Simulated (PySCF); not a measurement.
C3H5 (SMILES C=[C]C), doublet, geometry from GFN2-xTB, with bond 4-1 at 1.5 times its length; HF/STO-3G run with PySCF.

Input for PySCF:
```python
from pyscf import gto, scf

mol = gto.M(
    atom='''
C     1.313529    0.256226   -0.021927
C     0.025909    0.374083   -0.010223
H     1.837879   -0.703925   -0.002493
H     2.299043    1.541927   -0.067389
C    -1.206401   -0.398851    0.024477
H    -1.008352   -1.478408    0.050837
H    -1.788968   -0.136455    0.908191
H    -1.809314   -0.183320   -0.858262
''',
    basis='sto-3g',
    charge=0,
    spin=1,
    verbose=4,
)

mf = scf.UHF(mol)
mf.kernel()
mo_i, mo_e, stable_i, stable_e = mf.stability(internal=True, external=True, return_status=True, nroots=6, tol=1e-6)
print('internally stable:', stable_i, ' externally stable:', stable_e)
if not stable_i:
    umf = mf.copy()
    umf.scf_summary = {}
    umf.kernel(umf.make_rdm1(mo_i, mf.mo_occ))
```

The log (banner, timings and long lists left out):

```
PySCF version 2.14.0

[INPUT] verbose = 4
[INPUT] num. atoms = 8
[INPUT] num. electrons = 23
[INPUT] charge = 0
[INPUT] spin (= nelec alpha-beta = 2S) = 1
[INPUT] symmetry False subgroup None
[INPUT] Mole.unit = angstrom
[INPUT] Symbol           X                Y                Z      unit          X                Y                Z       unit  Magmom
[...]
nuclear repulsion = 62.7983082218569
number of shells = 14
number of NR pGTOs = 60
number of NR cGTOs = 20
basis = sto-3g
ecp = {}

******** <class 'pyscf.scf.uhf.UHF'> ********
method = UHF
initial guess = minao
damping factor = 0
level_shift factor = 0
DIIS = <class 'pyscf.scf.diis.CDIIS'>
diis_start_cycle = 1
diis_space = 8
diis_damp = 0
SCF conv_tol = 1e-09
SCF conv_tol_grad = None
SCF max_cycles = 50
direct_scf = True
direct_scf_tol = 1e-13
number electrons alpha = 12  beta = 11
Set gradient conv threshold to 3.16228e-05
init E= -115.120465182892

cycle= 1 E= -114.843974009116  delta_E= 0.276  |g|= 0.179  |ddm|= 2.43
cycle= 2 E= -114.883150805209  delta_E= -0.0392  |g|= 0.071  |ddm|= 0.333
cycle= 3 E= -114.891677523196  delta_E= -0.00853  |g|= 0.0352  |ddm|= 0.159
cycle= 4 E= -114.894865435418  delta_E= -0.00319  |g|= 0.03  |ddm|= 0.0838
cycle= 5 E= -114.898292937641  delta_E= -0.00343  |g|= 0.0299  |ddm|= 0.0926
cycle= 6 E= -114.895941532345  delta_E= 0.00235  |g|= 0.0294  |ddm|= 0.0639
cycle= 7 E= -114.859710785031  delta_E= 0.0362  |g|= 0.0559  |ddm|= 1.29
cycle= 8 E= -114.865395274388  delta_E= -0.00568  |g|= 0.0439  |ddm|= 0.144
cycle= 9 E= -114.890832813417  delta_E= -0.0254  |g|= 0.0263  |ddm|= 1.02
cycle= 10 E= -114.895593828085  delta_E= -0.00476  |g|= 0.0287  |ddm|= 0.137
cycle= 11 E= -114.881581930613  delta_E= 0.014  |g|= 0.0199  |ddm|= 0.459
cycle= 12 E= -114.873634934447  delta_E= 0.00795  |g|= 0.0247  |ddm|= 0.324
cycle= 13 E= -114.876977083539  delta_E= -0.00334  |g|= 0.0203  |ddm|= 0.133
cycle= 14 E= -114.877763364095  delta_E= -0.000786  |g|= 0.0199  |ddm|= 0.0341
cycle= 15 E= -114.875598142824  delta_E= 0.00217  |g|= 0.0213  |ddm|= 0.0928
cycle= 16 E= -114.872628772639  delta_E= 0.00297  |g|= 0.0249  |ddm|= 0.145
cycle= 17 E= -114.871755415766  delta_E= 0.000873  |g|= 0.0276  |ddm|= 0.0461
cycle= 18 E= -114.8729814265  delta_E= -0.00123  |g|= 0.0197  |ddm|= 0.254
cycle= 19 E= -114.874524960346  delta_E= -0.00154  |g|= 0.0146  |ddm|= 0.146
cycle= 20 E= -114.874383842339  delta_E= 0.000141  |g|= 0.0148  |ddm|= 0.0287
[...]
SCF not converged.
<class 'pyscf.scf.uhf.UHF'> wavefunction has an internal instability
<class 'pyscf.scf.uhf.UHF'> wavefunction is stable in the real -> complex stability analysis
<class 'pyscf.scf.uhf.UHF'> wavefunction has an UHF/UKS -> GHF/GKS instability
internally stable: False  externally stable: False
[...]
cycle= 20 E= -114.887372741189  delta_E= -0.0119  |g|= 0.022  |ddm|= 0.614
cycle= 21 E= -114.879326428034  delta_E= 0.00805  |g|= 0.0138  |ddm|= 0.376
cycle= 22 E= -114.879265133059  delta_E= 6.13e-05  |g|= 0.014  |ddm|= 0.00853
cycle= 23 E= -114.880869620319  delta_E= -0.0016  |g|= 0.0154  |ddm|= 0.092
cycle= 24 E= -114.880876630393  delta_E= -7.01e-06  |g|= 0.0153  |ddm|= 0.00556
cycle= 25 E= -114.879722578856  delta_E= 0.00115  |g|= 0.0141  |ddm|= 0.0652
cycle= 26 E= -114.879978106242  delta_E= -0.000256  |g|= 0.0146  |ddm|= 0.0169
cycle= 27 E= -114.872038797164  delta_E= 0.00794  |g|= 0.0197  |ddm|= 0.459
cycle= 28 E= -114.875350412053  delta_E= -0.00331  |g|= 0.0144  |ddm|= 0.174
cycle= 29 E= -114.875903337764  delta_E= -0.000553  |g|= 0.0138  |ddm|= 0.0337
cycle= 30 E= -114.876714799872  delta_E= -0.000811  |g|= 0.0137  |ddm|= 0.0589
cycle= 31 E= -114.873919130401  delta_E= 0.0028  |g|= 0.016  |ddm|= 0.175
cycle= 32 E= -114.882710338668  delta_E= -0.00879  |g|= 0.0174  |ddm|= 0.511
cycle= 33 E= -114.882656139125  delta_E= 5.42e-05  |g|= 0.0175  |ddm|= 0.0439
cycle= 34 E= -114.885667250544  delta_E= -0.00301  |g|= 0.0208  |ddm|= 0.146
cycle= 35 E= -114.880298876837  delta_E= 0.00537  |g|= 0.0149  |ddm|= 0.265
cycle= 36 E= -114.88862254621  delta_E= -0.00832  |g|= 0.024  |ddm|= 0.368
cycle= 37 E= -114.884305116731  delta_E= 0.00432  |g|= 0.0195  |ddm|= 0.196
cycle= 38 E= -114.885952795207  delta_E= -0.00165  |g|= 0.0211  |ddm|= 0.0841
cycle= 39 E= -114.87891031222  delta_E= 0.00704  |g|= 0.0252  |ddm|= 0.409
cycle= 40 E= -114.866799527446  delta_E= 0.0121  |g|= 0.0432  |ddm|= 0.436
cycle= 41 E= -114.8660749964  delta_E= 0.000725  |g|= 0.0447  |ddm|= 0.0221
cycle= 42 E= -114.867294853142  delta_E= -0.00122  |g|= 0.0447  |ddm|= 0.133
cycle= 43 E= -114.868087722047  delta_E= -0.000793  |g|= 0.044  |ddm|= 0.0494
cycle= 44 E= -114.869153061571  delta_E= -0.00107  |g|= 0.0366  |ddm|= 0.18
cycle= 45 E= -114.867962816354  delta_E= 0.00119  |g|= 0.0368  |ddm|= 0.116
cycle= 46 E= -114.873057271417  delta_E= -0.00509  |g|= 0.0174  |ddm|= 0.307
cycle= 47 E= -114.873940818652  delta_E= -0.000884  |g|= 0.0159  |ddm|= 0.045
cycle= 48 E= -114.878343887435  delta_E= -0.0044  |g|= 0.0131  |ddm|= 0.269
cycle= 49 E= -114.879138706408  delta_E= -0.000795  |g|= 0.0135  |ddm|= 0.0496
cycle= 50 E= -114.878599116409  delta_E= 0.00054  |g|= 0.0136  |ddm|= 0.0661
SCF not converged.
SCF energy = -114.878599116409 after 50 cycles  <S^2> = 0.91073689  2S+1 = 2.15475
```

The run did not converge; its last values are not results.
